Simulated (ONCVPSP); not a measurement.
**cobalt, ONCV: configuration errors across variants**

* Element: cobalt (Co)
* Generator: ONCVPSP 4.0.1
* Type: optimised norm-conserving Vanderbilt (ONCV)
* Functional: PBE
* Relativity: scalar-relativistic
* Frozen core: [Ne]
* Valence charge: 17
* Reference configuration: 3s2 3p6 3d8 4s1
* Partial waves: 3s+4s: rc 1.35 bohr, ncon 4, nbas 7, qcut 9.2 1/bohr, 3 projectors, debl 3.7 Ha; 3p: rc 0.85 bohr, ncon 3, nbas 7, qcut 8.2 1/bohr, 1 projector; 3d: rc 0.95 bohr, ncon 4, nbas 8, qcut 18.7 1/bohr, 2 projectors, debl 1.6 Ha
* Local potential: polynomial inside 0.80 bohr (lpopt 1, dvloc0 0 Ha)
* Core correction: none

All-electron excitation energies from the reference (eV): (1) 3s2 3p6 3d7 4s2 1.204; (2) 3s2 3p6 3d7 4s1 10.234; (3) 3s2 3p6 3d7 4s0 27.020; (4) 3s2 3p6 3d7.5 4s1.5 0.243.

2 further variants failed, have other tests or another functional or relativity, and are left out.

Errors AE − PS in meV (a dash: test not solved or not reliable):

| change | (1) | (2) | (3) | (4) | bound ghosts | GHOST(+) flags above zero |
| --- | --- | --- | --- | --- | --- | --- |
| base | +4.8 | +2.0 | -0.5 | +1.8 | none | none |
| p: ncon 4, nbas 8 | +4.8 | +2.0 | -0.5 | +1.8 | none | none |
| p: qcut 11.5 | +4.8 | +2.0 | -0.5 | +1.8 | none | none |
| d: rc 0.85, qcut 20.9, nproj 0; local potential the d channel | +4.8 | +2.3 | +0.1 | +2.0 | none | s |
| s: qcut 7.3; p: qcut 6.5; d: qcut 14.8 | +5.3 | +2.2 | -0.4 | +1.9 | none | none |

**Question.** Give the same row for: d: rc 0.62; local potential polynomial inside 0.62 bohr (lpopt 1, dvloc0 0 Ha).

**Answer.** +12, +10, +9.7, +4.9; bound ghosts: none; GHOST(+) flags above zero: s.
